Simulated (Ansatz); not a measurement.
Breaking the B1–F3 bond in BF2H (SMILES FBF) (multiplicity 1 held, fragments rigid). Energies count from the point at 1.318 Å.
Geometry at that point (charge 0, multiplicity 1):
```xyz
4

B     -0.235    -0.385     0.082
H     -0.844    -1.382     0.294
F      0.899    -0.139     0.705
F     -0.675     0.506    -0.783
```

Restricted levels (R-, RO-) in cc, def2 and unpolarised 6-31G sets keep to the state of the molecule at rest. Unrestricted levels (U-) break spin symmetry where that is lower. Left out are points that failed, MP2 points that dive below the minimum, coupled-cluster points behind a jump of the amplitudes or a sharp parting from full CI or MRCI, small-basis points behind a change of solution, and semi-empirical points at long bonds. Curves can end on different states.

Correlated levels freeze the cores.

The values were computed with Ansatz (Gaussian basis) for Hartree–Fock, density functionals and correlated methods. 

Energies in kJ/mol.

| R (Å) | U-MP2/cc-pVDZ | R-CCSD/cc-pVDZ | U-CCSD/cc-pVDZ | R-CCSD(T)/cc-pVDZ |
|---|---|---|---|---|
| 1.054 | ? | 301 | 301 | 303 |
| 1.186 | 62 | 61 | 61 | 62 |
| 1.318 | 0 | 0 | 0 | 0 |
| 1.449 | 22 | 23 | 23 | 22 |
| 1.581 | ? | 84 | 84 | 81 |
| 1.779 | 197 | 201 | 201 | 196 |
| 1.977 | ? | 319 | 319 | 311 |
| 2.306 | 582 | 486 | 488 | 471 |
| 2.635 | 671 | 609 | 604 | 577 |
| 3.031 | 702 | 703 | 662 | 616 |
| 3.558 | 712 | left out | 679 | 465 |
| 4.217 | 715 | left out | 682 | 134 |

Question: Some entries are withheld; supply them.

Answer: 
- 1.581, U-MP2/cc-pVDZ: 82
- 1.054, U-MP2/cc-pVDZ: 304
- 1.977, U-MP2/cc-pVDZ: 315

Doubts at one or more of the structures used: a spin-contaminated determinant (U-MP2/cc-pVDZ, U-CCSD/cc-pVDZ); a restricted determinant that unrestricted orbitals would lower (R-CCSD/cc-pVDZ, R-CCSD(T)/cc-pVDZ); other coupled-cluster roots lie near (R-CCSD/cc-pVDZ, R-CCSD(T)/cc-pVDZ); T1 above 0.05 (R-CCSD/cc-pVDZ, U-CCSD/cc-pVDZ, R-CCSD(T)/cc-pVDZ).

Ansatz is a program for electronic structure.
